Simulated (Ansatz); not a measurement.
A structure relaxed at PBE0-D4/def2-TZVP, charge 0, multiplicity 1:

| atom | x (Å) | y (Å) | z (Å) |
| --- | --- | --- | --- |
| C1 | 0.779 | 1.791 | 0.515 |
| C2 | 0.305 | 0.709 | -0.104 |
| N3 | 1.061 | -0.174 | -0.878 |
| O4 | -0.984 | 0.331 | 0.011 |
| Ge5 | -1.349 | -1.405 | 0.350 |
| H6 | 0.152 | 2.338 | 1.203 |
| H7 | 1.786 | 2.139 | 0.331 |
| H8 | 0.652 | -0.352 | -1.786 |
| H9 | 2.029 | 0.098 | -0.964 |
| H10 | -1.217 | -2.232 | -0.938 |
| H11 | -2.810 | -1.343 | 0.808 |
| H12 | -0.405 | -1.902 | 1.452 |

Problem. Give its formula and SMILES.

Solution. C2H7GeNO, `C=C(N)[O][GeH3]`.

Problem. Summarise the bond lengths by kind.

Solution. 1 × C–C 1.334 Å; 2 × C–H 1.080 to 1.081 Å; 1 × C–N 1.396 Å; 1 × C–O 1.348 Å; 2 × H–N 1.009 to 1.012 Å; 1 × Ge–O 1.806 Å; 3 × Ge–H 1.533 to 1.537 Å.

Program: Ansatz 0.2.0.
